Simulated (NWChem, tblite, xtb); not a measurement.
A ladder of methods for CH9AlOSi2 (SMILES [CH3][Al]([SiH3])[O][SiH3])

CH9AlOSi2 has 14 atoms, charge 0, and is taken as a singlet. SMILES: `[CH3][Al]([SiH3])[O][SiH3]`. The shape is that of a PBE0-D4/def2-TZVP optimisation. This is one conformer, not always the lowest.

```xyz
14

C    -1.7491    1.7132    0.5697
Al   -0.3253    0.4180    0.3033
Si    1.4339   -0.1286    1.9263
O    -0.2560   -0.4266   -1.1616
Si    0.2532   -1.4503   -2.3147
H    -2.3357    1.8735   -0.3379
H    -1.3502    2.6785    0.8970
H    -2.4323    1.3781    1.3577
H     1.5508   -1.6019    2.1271
H     2.7639    0.3520    1.4490
H     1.1972    0.4886    3.2630
H     1.5140   -2.1294   -1.9052
H     0.5052   -0.7070   -3.5781
H    -0.7827   -2.4875   -2.5669
```

Each level gives the dipole moment (D). The values are calculated.

```
                             level            kind  program  value (D)   CPU time
                          GFN2-xTB  semi-empirical   tblite       1.37  under 2 s
                         IPEA1-xTB  semi-empirical   tblite       3.56  under 2 s
                          GFN1-xTB  semi-empirical   tblite       2.65  under 2 s
                          GFN0-xTB  semi-empirical      xtb       2.54  under 2 s
                         HF/STO-3G    Hartree–Fock   NWChem       0.71      4.6 s
                          HF/3-21G    Hartree–Fock   NWChem       0.94      4.8 s
                     TPSS/def2-SVP        meta-GGA   NWChem       1.14       57 s
B3LYP/6-31G* (spherical functions)   global hybrid   NWChem       1.09       23 s
B3LYP/6-31G* (Cartesian functions)   global hybrid   NWChem       1.09       28 s
```

The values span 0.71 to 3.56 D. Magnitudes only. Sets without polarisation functions give poor dipoles. Times are those of the runs behind each value, whatever else they computed, on shared processors of several kinds: orders of magnitude only.
